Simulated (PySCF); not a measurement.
MoOCl2, SMILES [O]=[Mo]([Cl])[Cl] (connectivity only; charge and spin as stated), neutral, multiplicity 3.

The structure is a stationary point at PBE0-D3(BJ)/def2-SVP. The spin state was assumed, not searched. The def2 effective core potentials stand for the cores of Mo; spin–orbit coupling is left out.

All values below come from PBE0-D3(BJ)/def2-SVP run with PySCF.

Frequencies are harmonic and unscaled.

Computed normal modes with their intensities:
```json
[
 {"mode": "1", "ν (cm⁻¹)": "98", "IR (km/mol)": "1.9", "moving atoms (share of kinetic energy)": "Cl 76 %, Mo 20 %"},
 {"mode": "2", "ν (cm⁻¹)": "115", "IR (km/mol)": "15.0", "moving atoms (share of kinetic energy)": "O 41 %, Mo 40 %, Cl 19 %"},
 {"mode": "3", "ν (cm⁻¹)": "185", "IR (km/mol)": "3.9", "moving atoms (share of kinetic energy)": "O 75 %, Cl 20 %"},
 {"mode": "4", "ν (cm⁻¹)": "384", "IR (km/mol)": "22.0", "moving atoms (share of kinetic energy)": "Cl 85 %, Mo 13 %"},
 {"mode": "5", "ν (cm⁻¹)": "434", "IR (km/mol)": "108.0", "moving atoms (share of kinetic energy)": "Cl 59 %, Mo 40 %"},
 {"mode": "6", "ν (cm⁻¹)": "1089", "IR (km/mol)": "186.4", "moving atoms (share of kinetic energy)": "O 86 %, Mo 14 %"}
]
```
